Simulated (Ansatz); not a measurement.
**A rate constant, worked out**

An elementary step of SiN₃H₇O, singlet (SiN₃H₇O ([NH2][Si]([NH2])([NH2])[OH]) → SiN₂H₄O ([NH2][Si]([NH2])[O]) + NH₃ (still joined by a long Si–N bond); Si–N, O–H broken or loosened, N–H formed or tightened). The start structure is the reactant molecule, and the electronic barrier above it is 1.774 eV by CCSD(T) at an estimated basis limit (MP2 extrapolated from triple and quadruple zeta, plus CCSD(T) − MP2 in triple zeta). Program: Ansatz 0.2.0. Basis: def2-TZVPP and def2-QZVPP. Cores are frozen in the correlated methods. Extrapolation: Hartree–Fock as exp(−7.88 √X), correlation as X^−2.97. Harmonic wavenumbers at PBE0-D4/def2-TZVP (Ansatz 0.2.0), in cm⁻¹:

Start: 192, 232, 248, 274, 303, 327, 344, 352, 402, 423, 440, 475, 748, 774, 817, 837, 850, 874, 966, 978, 1572, 1577, 1585, 3602, 3619, 3628, 3694, 3717, 3727, 3932.

Saddle: 1292i, 137, 209, 233, 270, 283, 333, 361, 381, 456, 536, 708, 741, 784, 795, 818, 858, 949, 1134, 1479, 1548, 1567, 1589, 2007, 3549, 3596, 3638, 3648, 3684, 3741.

Q: Work out the transition-state-theory rate constant at 900 K from these numbers alone (harmonic vibrations; rotation, path degeneracy and anharmonicity left out), and the Wigner tunnelling factor. Use 1 cm⁻¹ = 1.2398 × 10⁻⁴ eV and k_B = 8.617 × 10⁻⁵ eV/K.

A: Zero-point energies, half the sums: start 41509/2 cm⁻¹ = 2.5732 eV; saddle, real modes only, 40032/2 cm⁻¹ = 2.4817 eV.
Barrier with zero-point energy: 1.774 + 2.4817 − 2.5732 = 1.6825 eV.
k_BT = 0.07756 eV, so the barrier is 21.69 k_BT.
Vibrational partition functions from the zero-point level, ln q = −Σ ln(1 − exp(−hν/k_BT)): start 13.635, saddle 12.684.
k = (k_BT/h) exp(ln q‡ − ln q) exp(−E0/k_BT), with log₁₀(k_BT/h in s⁻¹) = 13.27: log₁₀ k = 13.27 + (-0.951 − 21.69)/2.3026 = 3.44, so k ≈ 3 × 10^(3) s⁻¹.
Wigner factor: 1 + (hν‡/k_BT)²/24 = 1 + (2.07)²/24 = 1.18. A change of 1 kcal/mol (0.043 eV) in the barrier would change k by a factor of 1.7 at this temperature.

No T1 diagnostic of these runs exceeds 0.013.

Labels in which every atom is bracketed show which atoms are joined, not bond orders.

For scale, one of the runs: CCSD(T)/def2-TZVPP, 264 basis functions, launched by `ansatz run in.yaml --threads 8 --pin off --events-out ev --progress --plain --max-ram 19148MiB`. The run took 93 s on 8 CPU threads of an Arm Neoverse V2 (shared host), with 6.7 GiB of host memory at its peak.
